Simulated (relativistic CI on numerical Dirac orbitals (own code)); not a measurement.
# Er XVI: sensitivity of the levels to the model

Base calculation: Dirac-Coulomb-Breit CI, KLI orbitals optimised for each configuration, a model potential for QED, unscaled Slater integrals.

CI space (outside the closed core [Ar] 3d10 4p6 4d10): 4s2 4f7, 4s2 4f5 5s2, 4s2 4f6 6s, 4s 4f8, 4f9. Levels of other configurations are missing.

Variants: (1) Breit term removed; (2) non-relativistic limit. Shifts of the energy above 4s2 4f7 8S°_7/2, in cm⁻¹, for the lowest level and the first level of each name with at least 55 % of one term (blank where a level changes its place among those of its configuration and J or its character, or is not in the variant):

```tsv
Level	Base	Δ(1)	Δ(2)
4s2 4f7 8S°_7/2	0.0	0.0	0.0
4s2 4f7 6P°_7/2	55258.3	-514.8	+4900.5
4s2 4f7 6P°_5/2	56752.1	-376.9	+3406.7
4s2 4f7 6P°_3/2	58098.6	-209.1	+2060.2
4s2 4f7 6I°_7/2	61038.9	-295.2	+2965.1
4s2 4f7 6I°_17/2	61695.8	+964.1	+2308.2
4s2 4f7 6I°_9/2	61889.3	-0.1	+2114.7
4s2 4f7 6I°_11/2	62530.4	+288.8	+1473.6
4s2 4f7 6I°_15/2	62666.8	+796.6	+1337.3
4s2 4f7 6I°_13/2	62836.1	+556.9	+1168.0
4s2 4f7 6D°_9/2	69396.3	-12.4	+2300.7
4s2 4f7 6D°_7/2	71783.6	+140.7	-86.5
4s2 4f7 6D°_1/2	71876.2	+3.0	-179.2
4s2 4f7 6D°_3/2	72399.9	+106.4	-702.8
```

At this charge transitions that keep the count of f electrons are usually good to a few per cent. Terms inside the open d or f shell come out 10 to 20 % too wide with unscaled integrals. Levels and lines within the n = 5 or 6 shells can be off by up to 10 % or somewhat more, and those that change n by about 2 %, since core polarisation is missing. Levels that differ in their count of f electrons can be misplaced by several ten thousand cm⁻¹, since the correlation energy of f electrons is missing or only estimated; rates across such gaps can be off by orders of magnitude.

Ionisation energy from one configuration of each of the two ions, the ground ones as tabulated or assumed: base 329.829 eV; Breit term removed 329.622 eV. The NIST ASD value (theoretical) is 345 ± 17 eV.

LS names give the leading component of a level, which can be under half, so a name can repeat, a term be missing and a line seem to break the LS rules.
